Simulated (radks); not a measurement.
The numbers below are computed, except where a source is named.
Neutral tantalum inside a hard spherical wall (all orbitals vanish at R), configuration held at [Xe] 4f14 5d3 6s2 and not refilled when levels cross. Code: a radial shooting solver on a logarithmic mesh with Libxc functionals. Model: scalar-relativistic Kohn-Sham, r2SCAN, spin-unpolarised, spherical densities, finite nucleus; meta-GGA in the generalised Kohn-Sham scheme; Fermi nuclear charge, rms radius 5.3507 fm. Eigenvalues in eV, with the zero of energy where the potential of the charges vanishes at infinity; a dash marks a level that is unbound or too diffuse for the functional's potential to be trusted. A positive occupied level is held by the wall or, in an anion where self-interaction has pushed it up, behind a barrier. The pressure on the wall is -dE/dV.

| R (bohr) | E (hartree) | kinetic (hartree) | e(5p) | e(4f) | e(6s) | e(5d) | e(6p, empty) | e(7s, empty) | pressure (GPa) |
|---|---|---|---|---|---|---|---|---|---|
| free | -15603.9397 | 17139.838 | -40.653 | -25.117 | -5.611 | -3.550 | -1.220 | - | 0 |
| 20 | -15603.9397 | 17139.838 | -40.653 | -25.117 | -5.611 | -3.550 | -1.220 | - | < 0.0001 |
| 15 | -15603.9397 | 17139.838 | -40.652 | -25.116 | -5.611 | -3.550 | -1.215 | 0.738 | < 0.0001 |
| 12 | -15603.9396 | 17139.838 | -40.647 | -25.111 | -5.607 | -3.545 | -1.187 | 1.482 | 0.000924 |
| 10 | -15603.9392 | 17139.843 | -40.608 | -25.072 | -5.579 | -3.511 | -1.086 | 2.704 | 0.0147 |
| 7 | -15603.9212 | 17139.975 | -39.920 | -24.363 | -5.023 | -2.917 | 0.073 | 8.811 | 1.04 |
| 4 | -15603.2619 | 17142.758 | -32.681 | -16.459 | 4.883 | 4.198 | 15.301 | 53.935 | 129 |
| 3.5 | -15602.6137 | 17145.185 | -29.005 | -12.187 | 12.666 | 8.568 | 26.224 | 81.201 | 357 |
| 2.5 | -15597.3984 | 17164.386 | -11.013 | 8.654 | 63.009 | 32.643 | 89.696 | 220.48 | 4550 |
| 1.5 | -15541.2265 | 17345.860 | 110.66 | 109.65 | 409.03 | 188.32 | 471.59 | 938.15 | 182000 |
